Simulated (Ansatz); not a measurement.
C2H6AlNO can be A, `[NH2][Al]1[CH2]C[O]1`, or B, `C[O][Al]1[CH2][NH]1`.

Isolated molecules relaxed with PBE0-D4/def2-TZVP in Ansatz; ΔE leaves out vibrations. CCSD(T)/CBS adds triple-zeta CCSD(T) − MP2 to the extrapolated MP2 energy (def2 sets, frozen cores). Functionals use def2-TZVPP. B3LYP here is the variant with VWN-RPA as its local correlation; programs differ in this. Each species was taken in one conformer, which may not be the lowest.

Problem. Which is lower in electronic energy at CCSD(T)/CBS, and by how much? (Best estimate.)

Solution. Ansatz gave: A, by 184.5 kJ/mol.

Problem. Give E(B) − E(A) in kJ/mol with HF/def2-TZVPP, B3LYP-D4, ωB97M-V, CCSD(T)/def2-TZVPP, B3LYP, MP2/def2-TZVPP, PBE-D4. (An estimate is asked.)

Solution. Ansatz gave: HF/def2-TZVPP 177.7, B3LYP-D4 178.1, ωB97M-V 187.0, CCSD(T)/def2-TZVPP 184.4, B3LYP 175.2, MP2/def2-TZVPP 188.1, PBE-D4 181.7. None reverses the order clearly.

Largest T1 diagnostic: 0.013.

From PBE to PBE0 (25 % exact exchange), in def2-TZVPP and without D4, E(B) − E(A) moves by +5.0 kJ/mol. In def2-TZVPP, CCSD(T) changes the Hartree–Fock value by +6.8 kJ/mol (the triples alone add +0.7 kJ/mol) and MP2 by +10.5 kJ/mol.
